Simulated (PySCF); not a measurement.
Electronic structure of Se(2+) (selenium, charge +2) at the UHF level

Configuration: [Ar] 3d10 4s2 4p1 5s1, high-spin 3P determinant (an excited configuration). All numbers are calculated (PySCF 2.14, scalar relativity by spin-free X2C-1e, in aug-cc-pVDZ-DK (6s5p3d, 36 functions)).

| Quantity | Value |
| --- | --- |
| Total energy | -2426.313991 hartree |
| One-electron energy | -3343.9368 hartree |
| Hartree (Coulomb) energy | 1003.7251 hartree |
| Exchange energy | -86.1022 hartree |
| ⟨S²⟩ | 2.0069 |
| ⟨L²⟩ | 2.795 |
| Sum of ⟨r⟩ | 21.71 bohr |
| Sum of ⟨r²⟩ | 37.19 bohr² |
| Traceless quadrupole moment −½Σ⟨3z² − r²⟩ along its main axis | 1.29 e·bohr² |
| Langevin diamagnetic susceptibility | -29.5 ×10⁻⁶ cm³/mol |

```tsv
shell	electrons	mean orbital energy (eV)	spread (eV)	rms radius, mean of both spins (bohr)
1s α	1	-12766.5	0	0.0508
1s β	1	-12766.3	0	0.0508
2s α	1	-1725.9	0	0.212
2s β	1	-1725.8	0	0.212
2p α	3	-1516.9	0.079	0.189
2p β	3	-1516.7	0.269	0.189
3s α	1	-279.94	0	0.612
3s β	1	-279.56	0	0.612
3p α	3	-211.98	0.052	0.635
3p β	3	-211.57	0.869	0.635
3d α	5	-99.509	0.447	0.692
3d β	5	-99.261	0.871	0.692
4s α	1	-48.470	0	1.78
4s β	1	-44.904	0	1.78
4p α	1	-35.217	0	2.05
5s α	1	-15.535	0	4.28
```

The outer electron is Rydberg-like, and this basis confines it to a smaller radius and binds it less than a complete one would.

Densities and radii are taken from the X2C orbitals without a picture-change correction, which distorts them close to the nucleus.

Spin-orbit constants ζ (cm⁻¹) from the X2C one-electron operator on these orbitals: bare nucleus, nucleus screened by l(l+1)(2l+1)/3 electrons, and screened by the Breit-Pauli mean field of the electrons.

| shell | bare | screened nucleus | mean field |
| --- | --- | --- | --- |
| 2p | 231200 | 217600 | 211400 |
| 3p | 32480 | 30570 | 29510 |
| 3d | 3881 | 2739 | 2543 |
| 4p | 2825 | 2659 | 2552 |

To first order the Landé constant is A = 1276 cm⁻¹, so the lowest level has J = 0 and lies 0.316 eV below the centre of the term. This holds in LS coupling only.
